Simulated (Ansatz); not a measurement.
# Reading a saddle point

A first-order saddle point of Si$_{2}$H$_{6}$F$_{2}$, singlet, PBE0-D4/def2-TZVP, with one imaginary mode of 1213i cm⁻¹:

```
10
angstrom
Si -1.1528 0.5143 -0.1584
H -0.2934 -1.0890 -0.0231
F -1.9363 0.1893 -1.5067
F -0.8382 2.0794 -0.2317
H -2.0651 0.3182 0.9927
H 0.4811 -1.6918 0.2565
Si 1.2693 -0.2172 0.1446
H 0.6817 -0.0668 1.5138
H 1.2682 -0.5321 -1.3086
H 2.5855 0.4958 0.3210
```

Program: Ansatz 0.2.0. Basis: def2-TZVPP and def2-QZVPP. Cores are frozen in the correlated methods. Extrapolation: Hartree–Fock as exp(−7.88 √X), correlation as X^−2.97.

(1) Which contacts change along the imaginary mode, and what lies on either side? (A judgement: the text doesn't fix the answer.)

(2) Which side is lower, and how far does the saddle lie above each? (An estimate is asked for; the value comes from the calculation.)

No T1 diagnostic of these runs exceeds 0.014.

Results:

(1) By the calculation: The step is SiH₂F₂ ([F][SiH2][F]) + SiH₄ → Si₂H₄F₂ ([F][SiH]([F])[SiH3]) + H₂, with the molecules in contact on both sides. Shortening one way: Si1–Si7, H2–H6; lengthening the same way: Si1–H2, H6–Si7.
```
   pair  one side (Å)  saddle (Å)  other side (Å)
Si1–Si7          3.97        2.55            2.34
  H2–H6          5.02        1.02            0.75
 Si1–H2          1.47        1.82            3.68
 H6–Si7          1.48        1.68            3.67
```

(2) The calculation gives: The side with Si1–H2, H6–Si7 short is lower by 0.366 eV; the saddle lies 3.375 eV above it and 3.008 eV above the other (CCSD(T) at an estimated basis limit (MP2 extrapolated from triple and quadruple zeta, plus CCSD(T) − MP2 in triple zeta); electronic energies).

Labels in which every atom is bracketed show which atoms are joined, not bond orders.

For scale, one of the runs: CCSD(T)/def2-TZVPP, 230 basis functions, launched by `ansatz run in.yaml --threads 4 --pin off --events-out ev --progress --plain --max-ram 9574MiB`. The run took 83 s on 4 CPU threads of an Arm Neoverse V2 (shared host), with 3.8 GiB of host memory at its peak.
